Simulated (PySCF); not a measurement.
Field gradients at the hydrogen positions

C₃H₇NSi.
Z-matrix (Å and degrees, GFN2-xTB geometry), rows numbered from 1:
```
C 
N   1  1.2575
Si  2  1.6928  1  134.97
C   3  1.8888  2  109.19  1   155.12
C   4  1.5150  3   66.35  2    98.88
H   1  1.0913  2  124.97  3     0.01
H   1  1.0848  2  118.78  3   179.98
H   3  1.4543  2  127.91  1     0.23
H   4  1.0787  3  119.74  5  -108.03
H   4  1.0796  3  118.41  5   108.20
H   5  1.0786  3  119.76  4   108.01
H   5  1.0796  3  118.41  4  -108.20
```

Level: PBE0/pcSseg-1 (PySCF, non-relativistic); Q(2H) = 0.00286 b; rigid geometry, the same for H and D, with no vibrational averaging.

Problem. Rank these positions by the coupling χzz of a deuteron there, largest first.
A. H6 (hydrogen on a C=N carbon)
B. H8 (Si–H hydrogen)
C. H7 (hydrogen on a C=N carbon)
D. H11 (methylene hydrogen)

Solution. D (228 kHz), C (211 kHz), A (202 kHz), B (114 kHz).

Problem. Tabulate Vzz, the asymmetry η and χzz = 234.96 MHz × Q × Vzz for every hydrogen position.

Solution. 
```
atom  bonded to  bond length (Å)  Vzz (au)     η  χzz (kHz)
  H6         C1            1.091    0.3011  0.04        202
  H7         C1            1.085    0.3143  0.02        211
  H8        Si3            1.454    0.1695  0.08        114
  H9         C4            1.079    0.3396  0.07        228
 H10         C4            1.080    0.3386  0.08        228
 H11         C5            1.079    0.3398  0.07        228
 H12         C5            1.080    0.3385  0.08        228
```

Problem. Average by the element that carries the hydrogen.

Solution. on C: 221 kHz over 6 positions, mean bond length 1.082 Å; on Si: 114 kHz over 1 position, mean bond length 1.454 Å.

Problem. A static deuteron (I = 1) shows a doublet split by (3/2)χ, (3/4)χ(1 + η) and (3/4)χ(1 − η) with the field along z, y and x of the gradient. What are these for H12?

Solution. With |χ| = 227.5 kHz and η = 0.075: 341, 183 and 158 kHz, to first order and without motion.

Isolated species at its GFN2-xTB geometry (one conformer only). GFN2-xTB bond lengths can be off by several hundredths of an ångström, more for odd bonds, and the gradients follow them. The basis is small and wasn't made for field gradients, so the couplings can be 20 % off.
